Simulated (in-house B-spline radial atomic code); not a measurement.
Settings and results of a run for the cobalt ion Co⁶⁺. Method: non-relativistic BHandHLYP, spin-polarised, spherical fractional occupations, point nucleus. Calculated with a B-spline radial code for spherical atoms.

Command:
```bash
python run_scf.py task.json out
```
Settings:
```
Z                27
configuration    [Ar] 3d3
hamiltonian      nr
method           bhandhlyp
spin_polarised   True
```

Output (hartree, bohr):
```
 radial grid: 44 intervals, B-splines of order 8, outer radius 10.2985 bohr

 iter        energy (Eh)    residual
    1       -1357.925795    8.73e-01
    2       -1369.398329    4.11e-01
    3       -1371.359007    1.31e-01
    4       -1371.581199    3.87e-02
    5       -1371.600747    1.64e-02
    6       -1371.604731    8.13e-04
    7       -1371.604737    2.10e-05
    8       -1371.604737    2.81e-06
    9       -1371.604737    1.42e-07

 total energy                     -1371.60474
 kinetic                            1370.7723
 electron-nucleus                  -3177.6424
 Hartree                             490.6263
 exact exchange                      -27.0186
 exchange-correlation                -28.3424

 orbital      occ     eigenvalue          <r>       <r^2>       <1/r>       <r^4>     <1/r^2>       r_max
 1s up      1.000      -284.0943    0.0569003  0.00434064     26.5142 4.81195e-05     1414.61     0.03751
 1s down    1.000      -284.0941    0.0568995  0.00434046     26.5144  4.8112e-05     1414.63     0.03751
 2s up      1.000       -38.2323     0.258109   0.0785377     5.72039   0.0107112     133.948      0.2158
 2s down    1.000       -38.1205     0.257565   0.0781708     5.73231   0.0105852     134.462      0.2156
 2p up      3.000       -33.7129     0.226125   0.0626871     5.66127  0.00793592     43.8975      0.1734
 2p down    3.000       -33.6129      0.22543   0.0622421     5.67399  0.00778781     44.0639      0.1732
 3s up      1.000        -8.2898     0.745038    0.635072     1.89528    0.624895     21.9953      0.6616
 3s down    1.000        -8.0514     0.748768    0.641724     1.88158    0.640527     21.6066      0.6626
 3p up      3.000        -6.8552      0.76114    0.672971     1.79462    0.737929     6.99622      0.6611
 3p down    3.000        -6.5841     0.767372    0.684581     1.77598    0.768363      6.8358       0.663
 3d up      3.000        -4.3564     0.789387    0.751232     1.57157     1.08958     3.17741      0.6099
```

Time taken, with all properties: 0.14 s on 1 thread of Arm Neoverse V2 (shared host).

Caution: exact exchange at fractional occupations of open shells leaves self-interaction of up to several eV.
